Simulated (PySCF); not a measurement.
C₄H₁₀OSi.

```xyz
16

O      2.4961     1.0580    -0.4349
C      1.7388    -0.1145    -0.1699
C      0.3402     0.1772     0.3481
C     -0.6644     0.8680    -0.6349
C     -2.0232     0.2951    -0.1264
Si    -1.0144    -1.1593     0.5885
H      2.0046     1.5646    -1.1073
H      2.3153    -0.6842     0.5894
H      1.6673    -0.7722    -1.0743
H      0.4113     0.7813     1.2800
H     -0.4710     0.5048    -1.6696
H     -0.6058     1.9783    -0.6626
H     -2.8105     0.1373    -0.8877
H     -2.4423     0.9196     0.6894
H     -1.3166    -1.7113     1.9583
H     -0.8672    -2.3076    -0.3774
```

Coordinates come from a PBE-D3(BJ)/def2-SVP optimisation. The structure was generated by enumeration; whether it is a known compound was not checked. Other conformers were not sampled.

Calculation: PBE0/pcSseg-1 in PySCF. Non-relativistic, no solvent.

Computed absolute GIAO shielding of each atom: isotropic value and principal components (ppm):
| atom | σ(iso) | σ11 | σ22 | σ33 | span |
|---|---|---|---|---|---|
| O1 | 281.2 | 273.5 | 275.4 | 294.8 | 21.3 |
| C2 | 113.2 | 86.1 | 107.2 | 146.3 | 60.2 |
| C3 | 150.6 | 125.4 | 151.5 | 174.8 | 49.4 |
| C4 | 153.4 | 141.0 | 148.3 | 171.1 | 30.2 |
| C5 | 174.8 | 154.8 | 178.5 | 191.2 | 36.4 |
| Si6 | 378.1 | 343.9 | 364.5 | 425.8 | 81.9 |
| H7 | 30.8 | 21.7 | 30.8 | 39.7 | 18.0 |
| H8 | 27.5 | 22.8 | 27.9 | 31.7 | 8.9 |
| H9 | 27.4 | 22.2 | 28.7 | 31.4 | 9.2 |
| H10 | 29.1 | 25.8 | 28.8 | 32.5 | 6.7 |
| H11 | 29.4 | 26.0 | 29.0 | 33.2 | 7.3 |
| H12 | 28.5 | 23.4 | 27.2 | 34.8 | 11.3 |
| H13 | 30.0 | 25.5 | 26.9 | 37.6 | 12.1 |
| H14 | 29.8 | 26.3 | 27.4 | 35.7 | 9.4 |
| H15 | 26.3 | 23.0 | 23.8 | 32.1 | 9.0 |
| H16 | 26.6 | 24.3 | 25.0 | 30.6 | 6.3 |
